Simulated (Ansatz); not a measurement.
Total energies of PSbSbSb tetrahedron (Sb₃P) from Ansatz at PBE-D4/def2-TZVP, gas phase (1 Eh = 27.2114 eV = 2625.5 kJ/mol). The reference geometry is relaxed at r2SCAN-D4/def2-SVP.

```xyz
4

P    -1.098   -1.000    0.125
Sb   -0.735    1.521   -0.213
Sb    0.930   -0.450   -1.354
Sb    0.904   -0.071    1.442
```

| state | geometry | energy (Eh) |
| --- | --- | --- |
| charge 0 singlet | reference | -1062.11283 |
| charge 1 doublet | reference | -1061.81869 |
| free P atom (quartet) | – | -341.10299 |
| free Sb atom (quartet) | – | -240.20743 |

In the def2 sets Sb takes a core potential; there is no spin–orbit coupling.

Q: Work out the vertical ionisation energy to the doublet.

A: E(charge 1 doublet) − E(charge 0 singlet) = -1061.81869 − (-1062.11283) = 0.29414 Eh = 8.00 eV. For comparison, −ε of the highest occupied level is 5.57 eV at this level, 2.43 eV less.

Q: What is the binding energy per atom against free atoms?

A: Atoms: 1 × (-341.10299) + 3 × (-240.20743) = -1061.72528 Eh. Binding: -1061.72528 − (-1062.11283) = 0.38755 Eh = 10.55 eV, or 2.64 eV for each of 4 atoms (no zero-point energy, no counterpoise term).

At PBE-D4/def2-TZVP the gap within one spin of the charge 1 doublet nearly closes, so an electron or hole may be smeared out by delocalisation error.
